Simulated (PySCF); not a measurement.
This PySCF input asks for the NMR shieldings of `CC(C)CC[SiH3]`, C$_{5}$H$_{14}$Si; the geometry comes from GFN2-xTB.

```python
import basis_set_exchange as bse
import numpy as np
from pyscf import gto, dft
from pyscf.prop import nmr

atoms = """
C    -1.651237   -1.236230    0.129387
C    -1.181667    0.172722   -0.226517
C    -2.077539    1.206708    0.454872
C     0.280943    0.405413    0.174094
C     1.277465   -0.469308   -0.582729
Si    3.084422   -0.036372   -0.182507
H    -1.519263   -1.421737    1.193832
H    -2.705810   -1.354476   -0.111405
H    -1.093454   -1.987483   -0.424038
H    -1.266149    0.303884   -1.312358
H    -2.023118    1.099988    1.536610
H    -3.113828    1.076787    0.149824
H    -1.767610    2.216738    0.194688
H     0.522378    1.455853   -0.010206
H     0.386948    0.229838    1.247715
H     1.100590   -0.361517   -1.655484
H     1.096133   -1.518359   -0.344312
H     3.975781   -0.926256   -0.929096
H     3.349288    1.354096   -0.559114
H     3.320579   -0.199608    1.253710
"""
names = dict.fromkeys(["C", "Si", "H"], "pcSseg-1")
basis = {el: gto.basis.parse(bse.get_basis(n, elements=[el], fmt="nwchem")) for el, n in names.items()}
mol = gto.M(atom=atoms, basis=basis, charge=0, verbose=0)
mf = dft.RKS(mol, xc="PBE0")
mf.grids.level = 2
mf.grids.alignment = dft.numint.BLKSIZE   # the property module wants whole blocks of grid points
mf.conv_tol = 1e-9
mf.kernel()

calc = nmr.RKS(mf)   # GIAO
C = mf.mo_coeff
Co = C[:, mf.mo_occ > 0]
resp = mf.gen_response(singlet=True, hermi=2)
def vind(x):   # induced exchange potential for any number of trial vectors
    d = np.einsum("pi,xij,qj->xpq", C, 2 * x.reshape(-1, C.shape[1], Co.shape[1]), Co, optimize=True)
    return np.einsum("xpq,pi,qj->xij", resp(d - d.transpose(0, 2, 1)), C, Co, optimize=True).ravel()
mo1, _ = nmr.rhf.solve_mo1(calc, with_cphf=vind)
sigma = calc.kernel(mo1)
for i, s in enumerate(sigma):   # ppm
    w = np.linalg.eigvalsh((s + s.T) / 2)
    print("%2d %-2s iso %8.1f  s11 %8.1f  s22 %8.1f  s33 %8.1f" % (i, mol.atom_pure_symbol(i), w.mean(), *w))
```

Q: What does it print?

A: 
```
 0 C  iso    164.8  s11    148.9  s22    159.4  s33    186.2
 1 C  iso    150.5  s11    137.4  s22    152.0  s33    162.1
 2 C  iso    160.2  s11    140.0  s22    152.8  s33    187.8
 3 C  iso    147.5  s11    131.8  s22    139.1  s33    171.7
 4 C  iso    177.0  s11    163.9  s22    175.1  s33    191.9
 5 Si iso    419.1  s11    388.8  s22    398.2  s33    470.3
 6 H  iso     31.3  s11     28.2  s22     29.0  s33     36.8
 7 H  iso     30.7  s11     26.4  s22     28.2  s33     37.5
 8 H  iso     30.2  s11     24.9  s22     29.9  s33     35.7
 9 H  iso     30.4  s11     27.2  s22     29.0  s33     35.0
10 H  iso     31.0  s11     27.7  s22     29.0  s33     36.2
11 H  iso     30.6  s11     26.1  s22     28.0  s33     37.6
12 H  iso     30.6  s11     26.1  s22     28.5  s33     37.1
13 H  iso     30.3  s11     24.3  s22     32.0  s33     34.5
14 H  iso     30.9  s11     26.4  s22     31.8  s33     34.3
15 H  iso     31.3  s11     26.1  s22     30.6  s33     37.1
16 H  iso     30.7  s11     24.9  s22     31.7  s33     35.7
17 H  iso     27.7  s11     24.2  s22     25.4  s33     33.7
18 H  iso     27.9  s11     24.5  s22     26.3  s33     33.0
19 H  iso     28.0  s11     24.5  s22     26.4  s33     33.0
```

These numbers come from an equivalent density-fitted implementation of the same equations, which agrees with the script to about 0.01 ppm for H and up to a few tenths of a ppm for heavy atoms, so last digits may differ.

Q: Turn these shieldings into chemical shifts. References, each an isolated molecule treated in the same way: TMS for 13C (σ = 186.93 ppm) and 29Si (σ = 349.16 ppm) and 1H (σ = 31.72 ppm).

A: Averaging equivalent atoms: C 3: 39.4; C 1: 36.4; C 0/2: 24.4; C 4: 10.0; Si 5: -70.0; H 17/18/19: 3.83; H 9: 1.30; H 13/14: 1.15; H 6/7/8/10/11/12: 1.00; H 15/16: 0.72 ppm. 

Size and cost of the density-fitted run: 179 basis functions, 19 s wall time on 1 thread of an x86-64 server CPU, shared host.
